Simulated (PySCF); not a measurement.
**C₆ coefficients of unlike pairs at UHF**

Calculated with PySCF 2.14 from the dipole response of each species, C₆(A,B) = (3/π) ∫ α_A(iu) α_B(iu) du, in atomic units, from isotropic polarisabilities. For ions this is the dispersion term alone; charge-induced terms of lower order in 1/R come first.

| species | configuration | basis | relativity | α (bohr³) | C₆ (like pair) |
| --- | --- | --- | --- | --- | --- |
| W³⁺ | [Xe] 4f14 5d3 (4F) | x2c-TZVPPall with one added diffuse shell each of s, p, d, f type (12s8p8d4f1g) | spin-free X2C | 7.086 | 35.93 |
| B²⁺ | [He] 2s1 (2S) | aug-cc-pCVQZ-DK (9s8p6d4f2g) | spin-free X2C | 7.929 | 11.14 |
| Cu | [Ar] 3d10 4s1 (2S) | aug-cc-pVTZ-DK (8s7p5d3f2g) | spin-free X2C | 71.42 | 494.8 |
| Xe³⁺ | [Kr] 4d10 5s2 5p3 (4S) | def2-QZVPPD with the def2 core potential (28 electrons) (8s7p5d4f1g) | core potential | 9.732 | 57.86 |

Q: Estimate C₆ for B²⁺ with W³⁺.

A: The integral gives 16.15. The combination rule 2 C_A C_B / (C_A α_B/α_A + C_B α_A/α_B) gives 15.96 and the geometric mean 20.01.

No spin-orbit coupling is included.

The other pairs:

```
     pair     C₆
 Xe³⁺, Cu  127.6
  Cu, B²⁺  71.82
  Cu, W³⁺  95.52
Xe³⁺, W³⁺  45.32
Xe³⁺, B²⁺  21.58
```
